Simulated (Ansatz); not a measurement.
`BO[SiH2]C` + NH₃ → `C[SiH2]N` + `BO` at 500 K and 1 bar (ligand exchange at the Si–O bond).

Gas-phase electronic energies from Ansatz, PBE0-D4/def2-TZVP geometries. CCSD(T)/CBS adds triple-zeta CCSD(T) − MP2 to the extrapolated MP2 energy (def2 sets, frozen cores). This one scheme is used for every species. One conformer a species, not always the lowest.

```json
{"species": "`BO[SiH2]C`", "CCSD(T)/CBS energy (Eh)": "-431.39483", "H − E (kJ/mol)": "253.9", "S (J/(mol·K))": "393.2"}
{"species": "NH₃", "CCSD(T)/CBS energy (Eh)": "-56.50880", "H − E (kJ/mol)": "108.2", "S (J/(mol·K))": "211.8"}
{"species": "`C[SiH2]N`", "CCSD(T)/CBS energy (Eh)": "-386.08232", "H − E (kJ/mol)": "247.9", "S (J/(mol·K))": "360.4"}
{"species": "`BO`", "CCSD(T)/CBS energy (Eh)": "-101.80414", "H − E (kJ/mol)": "113.6", "S (J/(mol·K))": "256.0"}
```

H − E and S are ideal-gas, rigid-rotor, harmonic terms from PBE0-D4/def2-TZVP, for one conformer and one mirror image of each species. 1 Eh = 2625.50 kJ/mol, R = 8.31446 J/(mol·K).

Task: By hand: ΔE, ΔH, ΔS and ΔG.

Result: ΔE = (-386.08232) + (-101.80414) − (-431.39483) − (-56.50880) = 0.01717 Eh = 45.1 kJ/mol. Δ(H − E) = 247.9 + 113.6 − 253.9 − 108.2 = -0.6, so ΔH = 44.5 kJ/mol. ΔS = 360.4 + 256.0 − 393.2 − 211.8 = 11.4 J/(mol·K). ΔG = 44.5 − 500 × (11.4)/1000 = 38.8 kJ/mol.

Task: By hand: the equilibrium constant, and the temperature at which ΔG would vanish if ΔH and ΔS stayed fixed.

Result: log₁₀ K = −ΔG/(RT ln 10) = -4.1. ΔG = 0 at ΔH/ΔS = 3904 K, far beyond where these terms or the molecules hold.

The number of gas molecules stays the same, so ΔS is small and ΔH decides. A doubt of 5 kJ/mol in ΔE shifts log₁₀ K by 0.5 here. Other conformers and mirror images would add mixing entropy, several J/(mol·K) or more a flexible species. Modes under 60 cm⁻¹, often nearly free rotors, make the harmonic entropy too high. These are equilibria of isolated gas molecules and say nothing of rates. Largest T1 diagnostic: 0.014 (customary marks: 0.02 for closed shells, 0.045 for open ones).
